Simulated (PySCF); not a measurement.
## Ti: ionisation energy

Ti [Ar] 3d2 4s2 (3F) → Ti⁺ [Ar] 3d2 4s1 (4F), as a difference of total energies. Computed with PySCF 2.14 in cc-pVTZ, with the non-relativistic Hamiltonian (point nucleus). Correlated levels: valence: [Ar] frozen. The calculations carry no spin-orbit coupling.

```json
{"method": "UHF", "ionisation energy (eV)": "5.524"}
{"method": "M06-2X", "ionisation energy (eV)": "7.123"}
{"method": "r2SCAN", "ionisation energy (eV)": "6.364"}
{"method": "MP2 (valence)", "ionisation energy (eV)": "6.306"}
{"method": "SCS-MP2 (valence)", "ionisation energy (eV)": "6.474"}
```

Q: How much does correlation contribute at MP2 (valence)?

A: 6.306 − (5.524) = 0.782 eV, measured against UHF.

These non-relativistic numbers lack the scalar-relativistic shift.

Errors of the correlated levels include the incompleteness of this basis and the frozen core.

MP2 underrates the near-degeneracy of ns² with np² in the lower species.

For comparison: 6.828 eV (measured; NIST levels, between the centres of gravity of the two terms).
